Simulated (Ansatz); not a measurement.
Program: Ansatz. Geometries: PBE0-D4/def2-TZVP. ΔE: electronic, gas phase. CCSD(T)/CBS is the MP2 limit (def2-TZVPP, def2-QZVPP) plus CCSD(T) − MP2 in def2-TZVPP, frozen cores. This one scheme is used for every species. Functionals use def2-TZVPP. HSE06 is defined as in plane-wave codes. Each species was taken in one conformer, which may not be the lowest.

Reaction (formal hydrolysis of the Si–C bond): `N#C[SiH](Cl)[SiH2]F` + H₂O → `O[SiH](Cl)[SiH2]F` + `C#N`

```json
{"level": "PBE-D4", "ΔE (kJ/mol)": "-56.4"}
{"level": "revPBE-D4", "ΔE (kJ/mol)": "-54.5"}
{"level": "PBE", "ΔE (kJ/mol)": "-58.0"}
{"level": "r2SCAN", "ΔE (kJ/mol)": "-64.9"}
{"level": "PBE0", "ΔE (kJ/mol)": "-59.6"}
{"level": "HSE06", "ΔE (kJ/mol)": "-59.3"}
{"level": "MP2/def2-TZVPP", "ΔE (kJ/mol)": "-60.0"}
{"level": "HF/CBS(def2)", "ΔE (kJ/mol)": "-73.8"}
```

**Question.** What does CCSD(T)/CBS give? (An estimate is asked.)

**Answer.** Ansatz gave: -61.2 kJ/mol. The listed levels differ from it by 4.8, 6.7, 3.2, -3.7, 1.6, 1.9, 1.2, -12.6 kJ/mol.

Largest T1 diagnostic among the species: 0.014.

In def2-TZVPP, CCSD(T) changes the Hartree–Fock value by +11.8 kJ/mol (the triples alone add +2.2 kJ/mol) and MP2 by +13.5 kJ/mol. At CCSD(T), def2-SVP lies +3.1 kJ/mol from the extrapolated value and def2-TZVPP −0.4 kJ/mol.
